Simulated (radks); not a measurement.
Results of a calculation; reference values are marked as such.
Al3.25+, 9.75 electrons, occupied as [He] 2p6 2s(up 1, down 0.75) (fractional occupations, a model configuration).

Code: a radial shooting solver on a logarithmic mesh with Libxc functionals. Model: non-relativistic Kohn-Sham, PBEsol, spin-polarised, spherical densities, point nucleus.

Energy parts (hartree):
total: -238.45355
kinetic: 238.06803
electron-nucleus: -554.93496
Hartree: 95.31706
exchange-correlation: -16.90368

Orbitals (lengths in bohr, moments of r in powers of bohr; <r^-3> diverges for s and p1/2; r(max) is where P^2 peaks):
orbital  occ.  eigenvalue (hartree)   r(max)  <1/r>  <r^-3>
1s up       1             -56.96369  0.07878  12.56       -
1s down     1             -56.94889  0.07879  12.56       -
2s up       1              -5.51820   0.4963  2.353       -
2s down  0.75              -5.49144   0.4965  2.351       -
2p up       3              -4.13180   0.4256  2.242   36.60
2p down     3              -4.10743   0.4255  2.240   36.57

The highest occupied level is 2p down at -111.77 eV. Summed over all electrons, <r^2> = 3.483 bohr^2, which gives a Langevin (diamagnetic) susceptibility term of -2.76 x 10^-6 cm^3/mol. Virial ratio -V/T = 2.00162.
